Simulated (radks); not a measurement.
Valence configurations of Fe+ (all share [Ar]). Calculated with a radial shooting solver on a logarithmic mesh with Libxc functionals: scalar-relativistic Kohn-Sham, PBE, spin-polarised, spherical densities, finite nucleus; open shells are filled with parallel spins first; Fermi nuclear charge, rms radius 3.7377 fm. Energies are relative to 3d6 4s1; eigenvalues in eV for spin up.

valence          E (eV)  moment (Bohr magnetons)    e(3d)    e(4p)    e(4s)
3d6 4s1           0.000                        5  -17.361        -  -13.070
3d4 4s1 4p2      24.681                        7  -32.189  -11.760  -18.326
3d3 4s1 4p3      48.208                        7  -40.251  -13.537  -20.738
3d6 4p1           5.248                        5  -18.726   -8.586        -
3d5 4s2           3.533                        5  -23.344        -  -14.510
3d5 4s1 4p1       7.154                        7  -24.609   -9.875  -15.787
3d7               0.559                        3  -12.523        -        -
3d5.5 4s1 4p0.5   3.131                        6  -20.876   -8.889  -14.447
3d6 4s0.5 4p0.5   2.612                        5  -18.052   -8.231  -13.481
3d5 4s1.5 4p0.5   5.578                        6  -24.017   -9.397  -15.210

NIST lists [Ar] 3d6 4s1 as the ground configuration; this level of theory agrees among the configurations tried. The energies are those of spherical high-spin densities, not of single terms.
